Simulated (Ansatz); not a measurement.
Consider the redistribution: `ClB1CC1Cl` + `O[SiH2][SiH2]F` → `FB1CC1Cl` + `O[SiH2][SiH2]Cl`.

Isolated molecules relaxed with PBE0-D4/def2-TZVP in Ansatz; ΔE leaves out vibrations. CCSD(T)/CBS adds triple-zeta CCSD(T) − MP2 to the extrapolated MP2 energy (def2 sets, frozen cores). This one scheme is used for every species. Functionals use def2-TZVPP. B3LYP here is the variant with VWN-RPA as its local correlation; programs differ in this. Each species was taken in one conformer, which may not be the lowest.

```json
{"level": "PBE-D4", "ΔE (kcal/mol)": "-3.4", "difference from CCSD(T)/CBS": "-1.6"}
{"level": "r2SCAN-D4", "ΔE (kcal/mol)": "-2.7", "difference from CCSD(T)/CBS": "-0.9"}
{"level": "PBE0-D4", "ΔE (kcal/mol)": "-3.3", "difference from CCSD(T)/CBS": "-1.5"}
{"level": "B3LYP-D4", "ΔE (kcal/mol)": "-2.5", "difference from CCSD(T)/CBS": "-0.7"}
{"level": "ωB97X-V", "ΔE (kcal/mol)": "-2.5", "difference from CCSD(T)/CBS": "-0.7"}
{"level": "ωB97M-V", "ΔE (kcal/mol)": "-3.1", "difference from CCSD(T)/CBS": "-1.3"}
{"level": "B2PLYP", "ΔE (kcal/mol)": "-1.7", "difference from CCSD(T)/CBS": "0.1"}
{"level": "PBE", "ΔE (kcal/mol)": "-3.2", "difference from CCSD(T)/CBS": "-1.4"}
{"level": "r2SCAN", "ΔE (kcal/mol)": "-2.7", "difference from CCSD(T)/CBS": "-0.9"}
{"level": "PBE0", "ΔE (kcal/mol)": "-3.1", "difference from CCSD(T)/CBS": "-1.3"}
{"level": "B3LYP", "ΔE (kcal/mol)": "-2.1", "difference from CCSD(T)/CBS": "-0.3"}
{"level": "HF/def2-TZVPP", "ΔE (kcal/mol)": "-2.1", "difference from CCSD(T)/CBS": "-0.3"}
{"level": "MP2/def2-TZVPP", "ΔE (kcal/mol)": "-1.0", "difference from CCSD(T)/CBS": "0.8"}
{"level": "SCS-MP2/def2-TZVPP", "ΔE (kcal/mol)": "-0.8", "difference from CCSD(T)/CBS": "1.0"}
{"level": "CCSD/def2-TZVPP", "ΔE (kcal/mol)": "-1.5", "difference from CCSD(T)/CBS": "0.3"}
{"level": "CCSD(T)/def2-TZVPP", "ΔE (kcal/mol)": "-1.5", "difference from CCSD(T)/CBS": "0.3"}
{"level": "HF/def2-QZVPP", "ΔE (kcal/mol)": "-1.9", "difference from CCSD(T)/CBS": "-0.1"}
{"level": "MP2/def2-QZVPP", "ΔE (kcal/mol)": "-1.1", "difference from CCSD(T)/CBS": "0.7"}
{"level": "SCS-MP2/def2-QZVPP", "ΔE (kcal/mol)": "-0.9", "difference from CCSD(T)/CBS": "0.9"}
{"level": "HF/CBS(def2)", "ΔE (kcal/mol)": "-1.9", "difference from CCSD(T)/CBS": "-0.1"}
{"level": "MP2/CBS(def2)", "ΔE (kcal/mol)": "-1.3", "difference from CCSD(T)/CBS": "0.5"}
{"level": "CCSD/CBS(def2)", "ΔE (kcal/mol)": "-1.8", "difference from CCSD(T)/CBS": "0.0"}
{"level": "CCSD(T)/CBS", "ΔE (kcal/mol)": "-1.8", "difference from CCSD(T)/CBS": "0"}
```

Largest T1 diagnostic among the species: 0.012.
